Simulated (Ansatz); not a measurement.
`FBN[SiH3]` + H₂O → `OBN[SiH3]` + H–F at 500 K and 1 bar (formal hydrolysis of a B–F bond).

Gas-phase electronic energies from Ansatz, PBE0-D4/def2-TZVP geometries. CCSD(T)/CBS adds triple-zeta CCSD(T) − MP2 to the extrapolated MP2 energy (def2 sets, frozen cores). This one scheme is used for every species. Each species was taken in one conformer, which may not be the lowest.

| species | CCSD(T)/CBS energy (Eh) | H − E (kJ/mol) | S (J/(mol·K)) |
| --- | --- | --- | --- |
| `FBN[SiH3]` | -471.49367 | 191.1 | 371.5 |
| H₂O | -76.37941 | 73.2 | 206.3 |
| `OBN[SiH3]` | -447.47166 | 226.0 | 375.6 |
| H–F | -100.39570 | 39.4 | 188.7 |

H − E and S are ideal-gas, rigid-rotor, harmonic terms from PBE0-D4/def2-TZVP, for one conformer and one mirror image of each species. 1 Eh = 2625.50 kJ/mol, R = 8.31446 J/(mol·K).

Problem. By hand: ΔE, ΔH, ΔS and ΔG.

Solution. ΔE = (-447.47166) + (-100.39570) − (-471.49367) − (-76.37941) = 0.00572 Eh = 15.0 kJ/mol. Δ(H − E) = 226.0 + 39.4 − 191.1 − 73.2 = 1.1, so ΔH = 16.1 kJ/mol. ΔS = 375.6 + 188.7 − 371.5 − 206.3 = -13.5 J/(mol·K). ΔG = 16.1 − 500 × (-13.5)/1000 = 22.9 kJ/mol.

Problem. By hand: the equilibrium constant, and the temperature at which ΔG would vanish if ΔH and ΔS stayed fixed.

Solution. log₁₀ K = −ΔG/(RT ln 10) = -2.4. ΔH and −TΔS have one sign here, so there is no such temperature.

TΔS isn't small against ΔH here. A doubt of 5 kJ/mol in ΔE shifts log₁₀ K by 0.5 here. Other conformers and mirror images would add mixing entropy, several J/(mol·K) or more a flexible species. These are equilibria of isolated gas molecules and say nothing of rates. Largest T1 diagnostic: 0.012 (customary marks: 0.02 for closed shells, 0.045 for open ones).
